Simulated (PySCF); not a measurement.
# Ionisation energy of Ni¹³⁺ by level of theory

Ni¹³⁺ [Ne] 3s2 3p3 (4S) → Ni¹⁴⁺ [Ne] 3s2 3p2 (3P), as a difference of total energies. Computed with PySCF 2.14 in an uncontracted even-tempered set (19 s from 0.93 bohr⁻², ratio 2.5; 12 p from 1.2 bohr⁻², ratio 2.5; 5 d from 6.3 bohr⁻², ratio 2.7; 4 f from 9.5 bohr⁻², ratio 2.7), with the spin-free X2C one-electron Hamiltonian (Gaussian nucleus). Correlated levels: outer shells: 1s2 frozen; virtual orbitals above 40 to 60 times the deepest correlated orbital energy dropped. The calculations carry no spin-orbit coupling.

```
                method  ionisation energy (eV)
                   UHF                  426.45
    MP2 (outer shells)                  427.03
SCS-MP2 (outer shells)                  426.80
   CCSD (outer shells)                  426.86
CCSD(T) (outer shells)                  426.86
```

Question: How much does correlation contribute at CCSD(T) (outer shells)?

Answer: 426.86 − (426.45) = 0.41 eV, measured against UHF.

A first-order spin-orbit estimate (lowest level to lowest level, LS coupling) adds -2.129 eV.

For comparison: 429.3 ± 0.8 eV (semi-empirical (NIST evaluation); NIST Atomic Spectra Database, ionization energies).
